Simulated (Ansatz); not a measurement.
Wavefunction ladder for `C=[C](N)[GaH][F]`

```xyz
10

C    -0.753   -1.091   -0.764
C     0.064   -0.173   -0.222
N     1.246    0.259   -0.772
Ga   -0.448    0.582    1.493
F     0.640    1.910    1.928
H    -0.556   -1.552   -1.730
H    -1.644   -1.417   -0.244
H     1.413    0.073   -1.749
H     1.633    1.122   -0.433
H    -1.595    0.286    2.493
```

Charge 0, multiplicity 1. Correlated methods include outer-core shells of Ga, which these sets cover unevenly. Scalar relativity is left out up to krypton. All single points use the PBE0-D4/def2-TZVP geometry. It is one conformer, not always the lowest. Frozen core, restricted reference, Ansatz 0.2.0.

```
     basis      HF (Eh)  MP2 corr.
  def2-SVP  -2155.37038   -0.83334
def2-TZVPP  -2155.89967   -1.01350
def2-QZVPP  -2155.95115   -1.32131
```

Problem. Estimate the CCSD correlation energy and the (T) correction in each basis where they were run (hartree).

Solution. 
| basis | CCSD corr. | (T) |
| --- | --- | --- |
| def2-SVP | -0.85660 | -0.02626 |
| def2-TZVPP | -1.03041 | -0.04202 |
